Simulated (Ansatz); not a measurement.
Ansatz (a first-principles code) input (HF/6-31G*):

Ansatz 0.2 input:
```yaml
crystal:
  periodic: [false, false, false]
  atoms:
    - {symbol: N, position_ang: [-2.29141613, 0.63457578, -1.53479882]}
    - {symbol: Si, position_ang: [-1.71045663, -0.19594393, -0.19862133]}
    - {symbol: O, position_ang: [0.05866821, 0.17621912, -0.12985985]}
    - {symbol: Si, position_ang: [1.46123490, -0.55263244, 0.75026415]}
    - {symbol: N, position_ang: [2.69511249, 0.57798923, 0.64123229]}
    - {symbol: H, position_ang: [-2.82215205, 1.47778128, -1.45572628]}
    - {symbol: H, position_ang: [-2.35269592, 0.23632540, -2.44943464]}
    - {symbol: H, position_ang: [-1.66936215, -1.64621798, -0.31918678]}
    - {symbol: H, position_ang: [-2.20015342, 0.33410538, 1.06511082]}
    - {symbol: H, position_ang: [0.30701867, 0.92217850, -0.67957415]}
    - {symbol: H, position_ang: [0.87754082, -0.73214096, 2.07185317]}
    - {symbol: H, position_ang: [1.72376291, -1.76501864, -0.01063854]}
    - {symbol: H, position_ang: [2.85920120, 1.28504225, 1.32830448]}
    - {symbol: H, position_ang: [3.47072406, 0.47030598, 0.02013681]}
basis:
  gaussian:
    orbitals: 6-31G*
hamiltonian:
  xc: {name: HF}
total_charge: 1
phonons: {temperatures: {t_min: 298.15, t_max: 298.15, t_step: 100}}
```

Output:

```
Functional definition: HF
integrals: 0.05 GiB planned
1117 factors; integrals over basis functions are off by at most 4.9e-4 eV
mean field: 0.35 GiB planned
mean field evaluation 1: about -20856.3057 eV, gradient 6.1e1 eV
mean field evaluation 2: about -20856.3918 eV, gradient 6.1e1 eV
mean field evaluation 4: about -20863.5978 eV, gradient 3.4e0 eV
mean field evaluation 8: about -20863.6458 eV, gradient 2.2e-1 eV
mean field -20863.64595721 eV, -766.7248470403 hartree, gradient 1.6e-5 eV, S^2 0.000000; 0 other end points of the search recorded, 0 dependent functions left out
the calculation of the forces begins
reference -20863.64595721 eV, -766.7248470403 hartree; 29, 29 occupied and 72, 72 virtual orbitals, 1117 factors
these checks for a lower state are left out or cut short: stability, starts, cluster_reference, orbital_swaps, neighbouring_geometries, increment
integrals: 0.05 GiB planned
1117 factors; integrals over basis functions are off by at most 4.9e-4 eV
mean field: 0.35 GiB planned
mean field evaluation 16: about -20863.6459 eV, gradient 4.7e-5 eV
mean field -20863.64587804 eV, -766.7248441309 hartree, gradient 3.0e-6 eV, S^2 0.000000; 0 other end points of the search recorded, 0 dependent functions left out
the calculation of the forces begins
reference -20863.64587804 eV, -766.7248441309 hartree; 29, 29 occupied and 72, 72 virtual orbitals, 1117 factors
these checks for a lower state are left out or cut short: stability, starts, cluster_reference, orbital_swaps, neighbouring_geometries, increment
integrals: 0.05 GiB planned
1117 factors; integrals over basis functions are off by at most 4.9e-4 eV
mean field: 0.35 GiB planned
mean field -20863.64588025 eV, -766.7248442120 hartree, gradient 3.1e-6 eV, S^2 0.000000; 0 other end points of the search recorded, 0 dependent functions left out
the calculation of the forces begins
reference -20863.64588025 eV, -766.7248442120 hartree; 29, 29 occupied and 72, 72 virtual orbitals, 1117 factors
these checks for a lower state are left out or cut short: stability, starts, cluster_reference, orbital_swaps, neighbouring_geometries, increment
integrals: 0.05 GiB planned
1117 factors; integrals over basis functions are off by at most 4.9e-4 eV
mean field: 0.35 GiB planned
mean field -20863.64577256 eV, -766.7248402545 hartree, gradient 1.9e-6 eV, S^2 0.000000; 0 other end points of the search recorded, 0 dependent functions left out
the calculation of the forces begins
reference -20863.64577256 eV, -766.7248402545 hartree; 29, 29 occupied and 72, 72 virtual orbitals, 1117 factors
these checks for a lower state are left out or cut short: stability, starts, cluster_reference, orbital_swaps, neighbouring_geometries, increment
integrals: 0.05 GiB planned
1117 factors; integrals over basis functions are off by at most 4.9e-4 eV
mean field: 0.35 GiB planned
mean field evaluation 32: about -20863.5274 eV, gradient 4.8e-1 eV
mean field -20863.64577187 eV, -766.7248402294 hartree, gradient 2.0e-6 eV, S^2 0.000000; 0 other end points of the search recorded, 0 dependent functions left out
the calculation of the forces begins
reference -20863.64577187 eV, -766.7248402294 hartree; 29, 29 occupied and 72, 72 virtual orbitals, 1117 factors
these checks for a lower state are left out or cut short: stability, starts, cluster_reference, orbital_swaps, neighbouring_geometries, increment
integrals: 0.05 GiB planned
1117 factors; integrals over basis functions are off by at most 4.9e-4 eV
mean field: 0.35 GiB planned
mean field -20863.64572876 eV, -766.7248386448 hartree, gradient 1.2e-6 eV, S^2 0.000000; 0 other end points of the search recorded, 0 dependent functions left out
the calculation of the forces begins
reference -20863.64572876 eV, -766.7248386448 hartree; 29, 29 occupied and 72, 72 virtual orbitals, 1117 factors
these checks for a lower state are left out or cut short: stability, starts, cluster_reference, orbital_swaps, neighbouring_geometries, increment
integrals: 0.05 GiB planned
1117 factors; integrals over basis functions are off by at most 4.9e-4 eV
mean field: 0.35 GiB planned
mean field -20863.64572844 eV, -766.7248386330 hartree, gradient 1.2e-6 eV, S^2 0.000000; 0 other end points of the search recorded, 0 dependent functions left out
the calculation of the forces begins
reference -20863.64572844 eV, -766.7248386330 hartree; 29, 29 occupied and 72, 72 virtual orbitals, 1117 factors
these checks for a lower state are left out or cut short: stability, starts, cluster_reference, orbital_swaps, neighbouring_geometries, increment
integrals: 0.05 GiB planned
1117 factors; integrals over basis functions are off by at most 4.9e-4 eV
mean field: 0.35 GiB planned
mean field -20863.64587465 eV, -766.7248440062 hartree, gradient 2.4e-6 eV, S^2 0.000000; 0 other end points of the search recorded, 0 dependent functions left out
[...]
mean field: 0.35 GiB planned
mean field -20863.64594805 eV, -766.7248467037 hartree, gradient 5.9e-7 eV, S^2 0.000000; 0 other end points of the search recorded, 0 dependent functions left out
the calculation of the forces begins
reference -20863.64594805 eV, -766.7248467037 hartree; 29, 29 occupied and 72, 72 virtual orbitals, 1117 factors
these checks for a lower state are left out or cut short: stability, starts, cluster_reference, orbital_swaps, neighbouring_geometries, increment
integrals: 0.05 GiB planned
1117 factors; integrals over basis functions are off by at most 4.9e-4 eV
mean field: 0.35 GiB planned
mean field -20863.64594953 eV, -766.7248467580 hartree, gradient 5.6e-7 eV, S^2 0.000000; 0 other end points of the search recorded, 0 dependent functions left out
the calculation of the forces begins
reference -20863.64594953 eV, -766.7248467580 hartree; 29, 29 occupied and 72, 72 virtual orbitals, 1117 factors
these checks for a lower state are left out or cut short: stability, starts, cluster_reference, orbital_swaps, neighbouring_geometries, increment
integrals: 0.05 GiB planned
1117 factors; integrals over basis functions are off by at most 4.9e-4 eV
mean field: 0.35 GiB planned
mean field -20863.64594186 eV, -766.7248464761 hartree, gradient 7.4e-7 eV, S^2 0.000000; 0 other end points of the search recorded, 0 dependent functions left out
the calculation of the forces begins
reference -20863.64594186 eV, -766.7248464761 hartree; 29, 29 occupied and 72, 72 virtual orbitals, 1117 factors
these checks for a lower state are left out or cut short: stability, starts, cluster_reference, orbital_swaps, neighbouring_geometries, increment
integrals: 0.05 GiB planned
1117 factors; integrals over basis functions are off by at most 4.9e-4 eV
mean field: 0.35 GiB planned
mean field evaluation 224: about -20863.5276 eV, gradient 4.6e-1 eV
mean field -20863.64594125 eV, -766.7248464539 hartree, gradient 7.9e-7 eV, S^2 0.000000; 0 other end points of the search recorded, 0 dependent functions left out
the calculation of the forces begins
reference -20863.64594125 eV, -766.7248464539 hartree; 29, 29 occupied and 72, 72 virtual orbitals, 1117 factors
these checks for a lower state are left out or cut short: stability, starts, cluster_reference, orbital_swaps, neighbouring_geometries, increment
integrals: 0.05 GiB planned
1117 factors; integrals over basis functions are off by at most 4.9e-4 eV
mean field: 0.35 GiB planned
mean field -20863.64594057 eV, -766.7248464289 hartree, gradient 2.2e-6 eV, S^2 0.000000; 0 other end points of the search recorded, 0 dependent functions left out
the calculation of the forces begins
reference -20863.64594057 eV, -766.7248464289 hartree; 29, 29 occupied and 72, 72 virtual orbitals, 1117 factors
these checks for a lower state are left out or cut short: stability, starts, cluster_reference, orbital_swaps, neighbouring_geometries, increment
integrals: 0.05 GiB planned
1117 factors; integrals over basis functions are off by at most 4.9e-4 eV
mean field: 0.35 GiB planned
mean field -20863.64594142 eV, -766.7248464600 hartree, gradient 2.0e-6 eV, S^2 0.000000; 0 other end points of the search recorded, 0 dependent functions left out
the calculation of the forces begins
reference -20863.64594142 eV, -766.7248464600 hartree; 29, 29 occupied and 72, 72 virtual orbitals, 1117 factors
these checks for a lower state are left out or cut short: stability, starts, cluster_reference, orbital_swaps, neighbouring_geometries, increment
integrals: 0.05 GiB planned
1117 factors; integrals over basis functions are off by at most 4.9e-4 eV
mean field: 0.35 GiB planned
mean field -20863.64590018 eV, -766.7248449444 hartree, gradient 8.0e-7 eV, S^2 0.000000; 0 other end points of the search recorded, 0 dependent functions left out
the calculation of the forces begins
reference -20863.64590018 eV, -766.7248449444 hartree; 29, 29 occupied and 72, 72 virtual orbitals, 1117 factors
these checks for a lower state are left out or cut short: stability, starts, cluster_reference, orbital_swaps, neighbouring_geometries, increment
integrals: 0.05 GiB planned
1117 factors; integrals over basis functions are off by at most 4.9e-4 eV
mean field: 0.35 GiB planned
mean field -20863.64590367 eV, -766.7248450729 hartree, gradient 8.3e-7 eV, S^2 0.000000; 0 other end points of the search recorded, 0 dependent functions left out
the calculation of the forces begins
reference -20863.64590367 eV, -766.7248450729 hartree; 29, 29 occupied and 72, 72 virtual orbitals, 1117 factors
these checks for a lower state are left out or cut short: stability, starts, cluster_reference, orbital_swaps, neighbouring_geometries, increment
integrals: 0.05 GiB planned
1117 factors; integrals over basis functions are off by at most 4.9e-4 eV
mean field: 0.35 GiB planned
mean field evaluation 256: about -20863.6460 eV, gradient 2.4e-5 eV
mean field -20863.64595517 eV, -766.7248469655 hartree, gradient 2.1e-6 eV, S^2 0.000000; 0 other end points of the search recorded, 0 dependent functions left out
the calculation of the forces begins
reference -20863.64595517 eV, -766.7248469655 hartree; 29, 29 occupied and 72, 72 virtual orbitals, 1117 factors
these checks for a lower state are left out or cut short: stability, starts, cluster_reference, orbital_swaps, neighbouring_geometries, increment
integrals: 0.05 GiB planned
1117 factors; integrals over basis functions are off by at most 4.9e-4 eV
mean field: 0.35 GiB planned
mean field -20863.64595517 eV, -766.7248469655 hartree, gradient 2.1e-6 eV, S^2 0.000000; 0 other end points of the search recorded, 0 dependent functions left out
the calculation of the forces begins
reference -20863.64595517 eV, -766.7248469655 hartree; 29, 29 occupied and 72, 72 virtual orbitals, 1117 factors
these checks for a lower state are left out or cut short: stability, starts, cluster_reference, orbital_swaps, neighbouring_geometries, increment
integrals: 0.05 GiB planned
1117 factors; integrals over basis functions are off by at most 4.9e-4 eV
mean field: 0.35 GiB planned
mean field -20863.64586222 eV, -766.7248435497 hartree, gradient 9.5e-7 eV, S^2 0.000000; 0 other end points of the search recorded, 0 dependent functions left out
the calculation of the forces begins
reference -20863.64586222 eV, -766.7248435497 hartree; 29, 29 occupied and 72, 72 virtual orbitals, 1117 factors
these checks for a lower state are left out or cut short: stability, starts, cluster_reference, orbital_swaps, neighbouring_geometries, increment
integrals: 0.05 GiB planned
1117 factors; integrals over basis functions are off by at most 4.9e-4 eV
mean field: 0.35 GiB planned
mean field -20863.64586407 eV, -766.7248436176 hartree, gradient 1.0e-6 eV, S^2 0.000000; 0 other end points of the search recorded, 0 dependent functions left out
the calculation of the forces begins
reference -20863.64586407 eV, -766.7248436176 hartree; 29, 29 occupied and 72, 72 virtual orbitals, 1117 factors
Total energy: -20863.64595721 eV, -766.7248470403 hartree
Atom 0 at    -2.291416     0.634576    -1.534799 Å, force    -0.000433     0.000279    -0.000080 eV/Å
Atom 1 at    -1.710457    -0.195944    -0.198621 Å, force     0.000273     0.000120     0.000099 eV/Å
Atom 2 at     0.058668     0.176219    -0.129860 Å, force    -0.000034    -0.000101     0.000075 eV/Å
Atom 3 at     1.461235    -0.552632     0.750264 Å, force    -0.000218     0.000047    -0.000222 eV/Å
Atom 4 at     2.695112     0.577989     0.641232 Å, force     0.000511    -0.000045    -0.000093 eV/Å
Atom 5 at    -2.822152     1.477781    -1.455726 Å, force     0.000499    -0.000736     0.000083 eV/Å
Atom 6 at    -2.352696     0.236325    -2.449435 Å, force     0.000336    -0.000115     0.001141 eV/Å
Atom 7 at    -1.669362    -1.646218    -0.319187 Å, force     0.000183     0.000918    -0.000298 eV/Å
Atom 8 at    -2.200153     0.334105     1.065111 Å, force     0.000115    -0.000117    -0.000710 eV/Å
Atom 9 at     0.307019     0.922179    -0.679574 Å, force    -0.000168    -0.000505     0.000372 eV/Å
Atom 10 at     0.877541    -0.732141     2.071853 Å, force     0.000299     0.000532    -0.000771 eV/Å
Atom 11 at     1.723763    -1.765019    -0.010639 Å, force     0.000064     0.000654     0.000314 eV/Å
Atom 12 at     2.859201     1.285042     1.328304 Å, force    -0.000676    -0.000906    -0.000389 eV/Å
Atom 13 at     3.470724     0.470306     0.020137 Å, force    -0.000753    -0.000027     0.000479 eV/Å
Dipole moment:     0.087724     0.263494    -0.194175 e Å
Vibrations: 29.90 39.66 114.08 219.06 236.96 264.95 324.31 456.11 509.74 526.49 579.14 607.93 634.41 667.22 803.33 825.82 946.76 952.26 973.68 991.80 998.56 1022.61 1032.11 1061.98 1279.34 1761.34 1762.07 2497.84 2502.86 2516.96 2521.02 3791.72 3792.75 3886.07 3886.27 3969.07 cm⁻¹, zero-point energy 3.036756 eV
```

The blocks after the first are displaced geometries, from whose forces the wavenumbers follow.

The dipole moment of an ion depends on the origin.
